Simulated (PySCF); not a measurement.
CH₆ClNO₂Si, SMILES NC[Si](O)(O)Cl.

Coordinates come from a B3LYP-D3(BJ)/def2-SVP optimisation. The structure was generated by enumeration, and PubChem lists no compound with its InChIKey, so it may never have been made. The values are those of a single conformer.

Two levels are set side by side: PBE/def2-TZVP (PySCF) and CAM-B3LYP/def2-TZVP (PySCF). Same geometry, gas phase. Differences are taken from unrounded values.

| quantity | CAM-B3LYP | PBE | PBE minus CAM-B3LYP |
|---|---|---|---|
| orbital gap (eV) | 9.42 | 4.92 | -4.51 |
| highest occupied level (eV) | -8.19 | -5.34 | 2.85 |
| lowest empty level (eV) | 1.23 | -0.43 | -1.66 |
| dipole moment (D) | 1.74 | 1.52 | -0.22 |
| mean polarisability (bohr³) | 60.9 | 64.9 | 4.0 |

Without exact exchange PBE keeps part of each electron's self-repulsion, which lifts occupied levels and narrows the gap. PBE's more diffuse valence density responds more strongly to a field. Differences between two approximate levels are no errors against the true value.

Rough cost on one machine, each run with all the roots and properties that it gave: CAM-B3LYP against PBE within a factor of 2.
